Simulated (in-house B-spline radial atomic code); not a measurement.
## Ionising Sb with different functionals

Computed with an all-electron radial atomic-structure program (B-spline basis): four-component Dirac-Coulomb Hamiltonian, Fermi nucleus of rms radius 4.6802 fm, spin-restricted, spherical fractional occupations for the functionals. The ionisation energy is the difference of two self-consistent energies, [Kr] 4d10 5s2 5p3 → [Kr] 4d10 5s2 5p2, without Breit or QED terms; ε is the level of the shell that loses the electron (mean over j). The electron is taken from both j subshells in proportion to 2j + 1, so the result is a j average, not the step between ground levels.

Hybrids are left out here: with spherical fractional occupations of an open shell their exact exchange keeps a self-interaction that integer-occupation calculations don't have.

```csv
method,rung,ΔSCF (eV),-ε(5p) (eV)
LDA VWN5,LDA,8.53,5.01
relativistic LDA,LDA,8.53,5.01
LDA PW92,LDA,8.53,5.01
LDA exchange-only,LDA,7.45,4.00
PBE,GGA,8.33,4.84
PBEsol,GGA,8.36,4.86
BLYP,GGA,8.21,4.71
RPBE,GGA,8.28,4.80
PW91,GGA,?,?
BP86,GGA,8.48,4.97
AM05,GGA,?,?
OLYP,GGA,8.11,4.63
```

(1) What does PW91 give?

(2) What does AM05 give?

(3) How do they compare with the NIST value?

Answers

(1) ΔSCF 8.39 eV, and -ε(5p) = 4.89 eV.

(2) ΔSCF 8.31 eV, and -ε(5p) = 4.81 eV.

(3) NIST lists 8.608 eV (measured, ground level to ground level). Errors run from -1.16 to -0.08 eV; LDA VWN5 is closest (-0.08 eV), but part of that can be cancellation, since the calculations leave out Breit-QED terms, spin polarisation, the choice among j levels, multiplet and fine-structure energies.
